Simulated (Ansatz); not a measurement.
Consider the formal exchange of groups at the Si–N bond: `CN([SiH3])B[SiH3]` + `C1=CC1` → `[SiH3]C1=CC1` + `CNB[SiH3]`.

Calculated with Ansatz (gas phase, PBE0-D4/def2-TZVP geometries, no zero-point term in ΔE). CCSD(T)/CBS adds triple-zeta CCSD(T) − MP2 to the extrapolated MP2 energy (def2 sets, frozen cores). This one scheme is used for every species. Functionals use def2-TZVPP. B3LYP here is the variant with VWN-RPA as its local correlation; programs differ in this. Each species was taken in one conformer, which may not be the lowest.

`CN([SiH3])B[SiH3]`:

Z-matrix (Å, degrees):
```
C
N 1 1.461
H 1 1.090 2 109.7
H 1 1.095 2 111.0 3 -120.0
H 1 1.095 2 111.0 3 120.0
Si 2 1.753 1 114.6 3 -179.4
B 2 1.397 1 121.4 3 0.6
H 6 1.487 2 109.2 1 -58.7
H 6 1.479 2 109.3 1 -179.7
H 6 1.487 2 109.2 1 59.3
Si 7 2.029 2 124.9 1 179.9
H 7 1.204 2 116.7 1 -0.1
H 11 1.493 7 112.6 2 -60.5
H 11 1.490 7 110.1 2 179.9
H 11 1.493 7 112.6 2 60.4
```

`C1=CC1`:

Cartesian coordinates in Å:
```
C -0.599 0.035 0.639
C 0.229 0.843 0.076
C 0.235 -0.558 -0.454
H -1.366 -0.150 1.371
H 0.659 1.826 -0.007
H 1.059 -1.226 -0.202
H -0.217 -0.770 -1.424
```

`[SiH3]C1=CC1`:

```xyz
10

Si    0.240   -1.638   -0.227
C    -0.173    0.140   -0.061
C    -0.951    1.160   -0.248
C     0.297    1.487    0.475
H    -0.838   -2.356   -0.953
H     1.519   -1.778   -0.969
H     0.410   -2.231    1.125
H    -1.876    1.540   -0.650
H     1.102    2.009   -0.041
H     0.271    1.667    1.549
```

`CNB[SiH3]`:

Cartesian coordinates in Å:
```
C 0.821 -0.485 1.908
N 0.268 -0.478 0.572
B -0.111 0.629 -0.167
Si -0.863 0.410 -2.022
H 0.185 -1.046 2.599
H 0.898 0.541 2.265
H 1.819 -0.934 1.923
H 0.164 -1.400 0.174
H 0.028 1.708 0.343
H -2.241 0.971 -2.129
H -0.030 1.111 -3.042
H -0.938 -1.029 -2.424
```

```tsv
level	ΔE (kJ/mol)	difference from CCSD(T)/CBS
PBE-D4	-5.8	-9.3
r2SCAN-D4	-3.5	-7.0
PBE0-D4	-2.8	-6.3
B3LYP-D4	-0.3	-3.8
ωB97X-V	1.6	-1.9
ωB97M-V	3.0	-0.5
B2PLYP	-3.5	-7.0
PBE	-11.5	-15.0
r2SCAN	-4.9	-8.4
PBE0	-7.8	-11.3
B3LYP	-9.5	-13.0
HF/def2-TZVPP	-2.9	-6.4
MP2/def2-TZVPP	3.8	0.3
SCS-MP2/def2-TZVPP	2.9	-0.6
CCSD/def2-TZVPP	2.8	-0.7
CCSD(T)/def2-TZVPP	3.3	-0.2
HF/def2-QZVPP	-2.3	-5.8
MP2/def2-QZVPP	4.1	0.6
SCS-MP2/def2-QZVPP	3.0	-0.5
HF/CBS(def2)	-2.3	-5.8
MP2/CBS(def2)	4.0	0.5
CCSD/CBS(def2)	3.0	-0.5
CCSD(T)/CBS	3.5	0
```

Largest T1 diagnostic among the species: 0.014.

In def2-TZVPP, CCSD(T) changes the Hartree–Fock value by +6.2 kJ/mol (the triples alone add +0.5 kJ/mol) and MP2 by +6.7 kJ/mol. From PBE to PBE0 (25 % exact exchange), in def2-TZVPP and without D4, ΔE moves by +3.7 kJ/mol. The D4 term adds +9.2 kJ/mol with B3LYP and +4.9 kJ/mol with PBE0; it sums over pairs of atoms, weighted by their polarisabilities, and B3LYP, whose exchange is more repulsive, gets the larger term.
